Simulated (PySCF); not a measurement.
Species: (MeSi)4CH26 adamantane, C₁₀H₂₄Si₄.
Bonds: Si1–C2, Si1–C3, Si1–C9, Si1–C13, C3–Si4, Si4–C5, Si4–C6, Si4–C14, C6–Si7, Si7–C8, Si7–C9, Si7–C10, C10–Si11, Si11–C12, Si11–C13, Si11–C14. Hydrogens: H15, H16, H17 on C2; H18, H19 on C3; H20, H21, H22 on C5; H23, H24 on C6; H25, H26, H27 on C8; H28, H29 on C9; H30, H31 on C10; H32, H33, H34 on C12; H35, H36 on C13; H37, H38 on C14.

The calculation used PySCF, PBE0-D3(BJ)/def2-SVP geometry optimisation, gas phase.

Q: Give the optimised bond lengths and angles.

A: 
| bond | length (pm) |
| --- | --- |
| Si1–C2 and 3 like bonds | 188.2 |
| Si1–C3 and 11 like bonds | 188.8 |
| C2–H15 and 11 like bonds | 110.2 |
| C3–H18 and 11 like bonds | 110.5 |

Bonds in one row agree within 1 pm and their mean is given. A selection of angles:
| angle | degrees |
| --- | --- |
| C2–Si1–C3 | 110.9 |
| C3–Si1–C9 | 108.0 |
| Si1–C3–Si4 | 112.3 |

Torsions: C2–Si1–C3–Si4 180° (antiperiplanar); C2–Si1–C9–Si7 180° (antiperiplanar); C2–Si1–C13–Si11 180° (antiperiplanar); Si1–C3–Si4–C5 180° (antiperiplanar); C3–Si4–C6–Si7 -58° (synclinal); C3–Si4–C14–Si11 58° (synclinal); Si4–C6–Si7–C8 180° (antiperiplanar); C6–Si7–C9–Si1 -58° (synclinal); C6–Si7–C10–Si11 59° (synclinal); Si7–C10–Si11–C12 180° (antiperiplanar); C10–Si11–C13–Si1 -58° (synclinal); C10–Si11–C14–Si4 58° (synclinal).

Si1 (silicon bonded to 4 C) is tetrahedral (angles from 107.9° to 110.9°).

Stationary, but not proved a minimum. The numbers are those of one conformer.
